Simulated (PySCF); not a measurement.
## Excitation energy of Cr⁺ by level of theory

Cr⁺ [Ar] 3d5 (6S) → Cr⁺ [Ar] 3d4 4s1 (6D), as a difference of total energies. Computed with PySCF 2.14 in aug-cc-pVTZ with one added diffuse shell each of s, p, d, f, g type (9s8p6d4f3g, 118 functions), with no relativity, point nucleus. Correlated levels: valence: [Ar] frozen. The calculations carry no spin-orbit coupling.

Question: Order these methods by the excitation energy they give, lowest first.
A. UHF
B. SCS-MP2 (valence)
C. MP2 (valence)
D. TPSSh

Answer: A (1.025 eV), B (1.232 eV), C (1.648 eV), D (1.818 eV).

These non-relativistic numbers lack the scalar-relativistic shift.

Errors of the correlated levels include the incompleteness of this basis and the frozen core.

For comparison: 1.522 eV (measured; NIST levels, between the centres of gravity of the two terms).
